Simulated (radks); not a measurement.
Initial-state core-level shifts of the lutetium ion Lu3+ when its valence configuration changes from [Xe] 4f14. All-electron calculation, Dirac Kohn-Sham, LDA (Slater exchange, Perdew-Wang correlation), spin-unpolarised, spherical densities, finite nucleus; open shells are shared between the two j in proportion to 2j + 1; Fermi nuclear charge, rms radius 5.37 fm. Program: a radial shooting solver on a logarithmic mesh with Libxc functionals. Shifts are changes of the shell-averaged eigenvalues in eV (positive: less bound); the change of the density at the nucleus, which sets a Mossbauer isomer shift, is in e/bohr^3, on a base of 1.107e+06.

\begin{tabular}{lrrrrr}
valence & 1s & 3s & 3p & 4p & density at nucleus \\ \hline
4f12 6s2 & -23.721 & -27.347 & -27.301 & -25.658 & +356.6 \\
4f13 6p1 & -12.600 & -14.238 & -14.217 & -13.574 & +63.6 \\
4f12 6p2 & -26.359 & -29.951 & -29.904 & -28.267 & +138.1 \\
4f13.5 6p0.5 & -6.149 & -6.927 & -6.917 & -6.636 & +30.4 \\
4f12 5d2 & -16.797 & -20.280 & -20.232 & -18.623 & +111.7 \\
4f13 6s1 & -11.242 & -12.902 & -12.882 & -12.231 & +162.0 \\
4f13.5 5d0.5 & -3.908 & -4.671 & -4.661 & -4.368 & +25.2 \\
4f10 5d2 6p2 & -46.375 & -54.583 & -54.467 & -49.844 & +278.3 \\
4f10 5d3 6p1 & -41.261 & -49.391 & -49.275 & -44.716 & +262.8 \\
\end{tabular}
